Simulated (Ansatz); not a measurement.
`[CH3][GaH][GeH2][F]` + silanol → `[F][GeH2][O][SiH3]` + `[CH3][GaH2]`  (cleavage of the Ge–Ga bond)

Computed with Ansatz on PBE0-D4/def2-TZVP structures; ΔE is electronic, products minus reactants. CCSD(T)/CBS is the MP2 limit (def2-TZVPP, def2-QZVPP) plus CCSD(T) − MP2 in def2-TZVPP, frozen cores. For Ga, Ge outer-core shells are correlated without core-valence functions, which leaves a few kJ/mol of doubt a bond. Scalar relativity is left out up to krypton. Each species was taken in one conformer, which may not be the lowest.

```json
{"level": "CCSD(T)/def2-TZVPP", "ΔE (kcal/mol)": "-5.6"}
{"level": "HF/def2-QZVPP", "ΔE (kcal/mol)": "-10.5"}
```

Q: What does CCSD(T)/CBS give? (Estimate.)

A: Ansatz gave: -4.4 kcal/mol. The listed levels differ from it by -1.2, -6.1 kcal/mol.

Largest T1 diagnostic among the species: 0.012.

In def2-TZVPP, CCSD(T) changes the Hartree–Fock value by +4.3 kcal/mol (the triples alone add +0.2 kcal/mol) and MP2 by +3.6 kcal/mol. From PBE to PBE0 (25 % exact exchange), in def2-TZVPP and without D4, ΔE moves by −1.6 kcal/mol.
